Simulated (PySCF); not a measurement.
C2H8FNSi2, SMILES N[Si@H]1[SiH2]C[C@@H]1F. Atoms are numbered in the order given.

```xyz
14

N      2.4845     0.4007    -0.3666
Si     0.9395     0.0492     0.3049
Si    -0.9147     1.4781     0.4643
C     -1.6716    -0.2567     0.1377
C     -0.4884    -0.8743    -0.6242
F     -0.4908    -2.2659    -0.6168
H      3.2811    -0.2068    -0.2070
H      2.6015     0.9661    -1.2000
H      1.1671    -0.6818     1.5888
H     -1.1207     2.4039    -0.6935
H     -1.3548     2.1557     1.7195
H     -1.7628    -0.7594     1.1188
H     -2.6438    -0.3394    -0.3750
H     -0.5288    -0.5466    -1.6838
```
Charge 0, spin multiplicity 1.

Geometry: r2SCAN-D4/def2-SVP. The structure was generated by enumeration; whether it is a known compound was not checked. Other conformers were not sampled.

All values below come from PBE/pcSseg-1 (PySCF).

GIAO shieldings, no solvent; atoms listed in one row are averaged. δ = σ(ref) − σ: ¹⁵N against NH3 (σ = 267.0 ppm); ²⁹Si against TMS (σ = 335.4 ppm); ¹³C against TMS (σ = 182.0 ppm); ¹⁹F against CFCl3 (σ = 133.6 ppm); ¹H against TMS (σ = 31.49 ppm), references at their B3LYP-D3(BJ)/def2-TZVP geometries, non-relativistic.

```
nucleus  atoms  count  δ (ppm)
-------  -----  -----  -------
¹⁵N         N1      1     30.4
²⁹Si       Si2      1    -15.3
²⁹Si       Si3      1    -85.5
¹³C         C5      1    102.4
¹³C         C4      1     14.7
¹⁹F         F6      1   -205.3
¹H         H14      1     5.23
¹H          H9      1     5.20
¹H         H11      1     4.31
¹H         H10      1     4.04
¹H         H13      1     2.19
¹H          H7      1     1.59
¹H         H12      1     1.20
¹H          H8      1     1.04
```
